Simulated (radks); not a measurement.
Valence configurations of Be II (all share [He]). Calculated with a radial shooting solver on a logarithmic mesh with Libxc functionals: scalar-relativistic Kohn-Sham, BLYP, spin-polarised, spherical densities, finite nucleus; open shells are filled with parallel spins first; Fermi nuclear charge, rms radius 2.519 fm. Energies are relative to 2s1; eigenvalues in eV for spin up.

valence      E (eV)  moment (Bohr magnetons)    e(2p)    e(2s)
2s1           0.000                        1        -  -14.297
2s0.5 2p0.5   1.995                        1  -10.322  -14.294
2p1           3.973                        1  -10.347        -

NIST lists [He] 2s1 as the ground configuration; this level of theory agrees among the configurations tried. The energies are those of spherical high-spin densities, not of single terms.
